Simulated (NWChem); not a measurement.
System: C3H5BF2; SMILES C/C=C/B(F)F

NWChem input:

```
start job
memory heap 200 mb stack 900 mb global 1100 mb
geometry units angstroms noautosym nocenter noautoz
  C     -0.114432    -2.802402     0.000000
  C      0.274513    -1.366722     0.000000
  C     -0.563732    -0.314607     0.000000
  B     -0.037133     1.133968     0.000000
  F     -0.853450     2.176357     0.000000
  F      1.260999     1.404931     0.000000
  H      0.303824    -3.317820    -0.881083
  H      0.303824    -3.317820     0.881083
  H     -1.205381    -2.937193     0.000000
  H      1.354138    -1.162678     0.000000
  H     -1.644920    -0.498331     0.000000
end
basis spherical
  * library pcsseg-1
end
dft
  xc pbe0
  iterations 150
end
property
  shielding 10 1 2 3 4 5 6 7 9 10 11
end
task dft property
```

Structure relaxed at the PBE0/def2-SVP level.

GIAO values for the isolated, static molecule; σ is the absolute isotropic shielding, δ = σ(reference) − σ with the isolated reference molecule computed at the same levels (11B: boron trifluoride, 13C: tetramethylsilane, 19F: trichlorofluoromethane, 1H: tetramethylsilane).

Atoms are numbered as in the input.

**Question.** What results follow from this input? (PBE0/pcSseg-1, GIAO.) Quantities: δ C2 (ppm); δ C3 (ppm); δ B4 (ppm); δ F5 (ppm); δ F6 (ppm); δ H10 (ppm); δ H11 (ppm).

**Answer.** 
```yaml
"δ C2 (ppm)": 170.7
"δ C3 (ppm)": 124.5
"δ B4 (ppm)": 12.3
"δ F5 (ppm)": -79.4
"δ F6 (ppm)": -91.7
"δ H10 (ppm)": 7.21
"δ H11 (ppm)": 5.63
```
